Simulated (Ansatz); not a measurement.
Input for Ansatz (an electronic-structure program): U-PBE/cc-pV(T+d)Z on H4Si2 (SMILES [SiH][SiH3]), a point of a bond scan (R = 1.787 Å). Files ending in .json are basis or fitting sets from the Basis Set Exchange.

Ansatz 0.2 input:
```yaml
crystal:
  periodic: [false, false, false]
  atoms:
    - {symbol: Si, position_ang: [-0.00338560, 1.03723858, 0.82594973]}
    - {symbol: H, position_ang: [-0.44386711, 1.86151131, -0.37737098]}
    - {symbol: Si, position_ang: [0.02918721, -0.89103927, -0.59790228]}
    - {symbol: H, position_ang: [1.16950421, -0.61445666, -1.94584939]}
    - {symbol: H, position_ang: [-1.32621922, -1.10029411, -1.17841082]}
    - {symbol: H, position_ang: [0.42941234, -2.14745382, 0.08430899]}
basis:
  gaussian:
    orbitals: cc-pV_T+d_Z.json
hamiltonian:
  xc: {name: PBE}
magnetization: {spin_polarized: true, initial_magnetization: 0}
```

Question: What total energy does the run end on?

Answer: -581.0056 hartree.

Question: How many basis functions does it have, and what does it roughly cost on one machine?

Answer: 134 functions; very roughly 5 core-seconds.
